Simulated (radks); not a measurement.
The numbers below are computed, except where a source is named.
All-electron atom: La3+ in [Kr] 4d10 5s2 5p5 7s1 (not the ground configuration).

Level of theory: Dirac Kohn-Sham, PBEsol, spin-unpolarised, spherical densities, finite nucleus; open shells are shared between the two j in proportion to 2j + 1; Fermi nuclear charge, rms radius 4.855 fm (a radial shooting solver on a logarithmic mesh with Libxc functionals).

Energy parts (eV):
part                      energy
total                 -231056.83
kinetic                247235.11
electron-nucleus      -560502.16
Hartree                 87639.94
exchange-correlation    -5429.72

Orbitals (lengths in bohr, moments of r in powers of bohr):
| orbital | occ. | eigenvalue (eV) | <r^4> | small-component weight |
|---|---|---|---|---|
| 1s1/2 | 2 | -38730.73 | 1.921e-06 | 4.44e-02 |
| 2s1/2 | 2 | -6191.271 | 0.0003181 | 9.61e-03 |
| 2p1/2 | 2 | -5841.944 | 0.0002007 | 9.65e-03 |
| 2p3/2 | 4 | -5429.108 | 0.0002482 | 9.09e-03 |
| 3s1/2 | 2 | -1349.826 | 0.01311 | 2.92e-03 |
| 3p1/2 | 2 | -1202.427 | 0.01225 | 2.87e-03 |
| 3p3/2 | 4 | -1121.971 | 0.01439 | 2.71e-03 |
| 3d3/2 | 4 | -863.4425 | 0.01114 | 2.59e-03 |
| 3d5/2 | 6 | -846.2212 | 0.01172 | 2.55e-03 |
| 4s1/2 | 2 | -298.2368 | 0.3391 | 8.98e-04 |
| 4p1/2 | 2 | -243.9735 | 0.3999 | 8.33e-04 |
| 4p3/2 | 4 | -226.7840 | 0.4673 | 7.83e-04 |
| 4d3/2 | 4 | -137.7324 | 0.7299 | 6.43e-04 |
| 4d5/2 | 6 | -134.7417 | 0.7667 | 6.30e-04 |
| 5s1/2 | 2 | -69.2969 | 9.460 | 2.13e-04 |
| 5p1/2 | 1.66667 | -53.8172 | 14.17 | 1.78e-04 |
| 5p3/2 | 3.33333 | -50.9683 | 16.40 | 1.67e-04 |
| 7s1/2 | 1 | -12.5950 | 2010 | 2.45e-05 |

The highest occupied level is 7s1/2 at -12.595 eV. The density falls to 0.001 e/bohr^3 at r = 3.40 bohr.
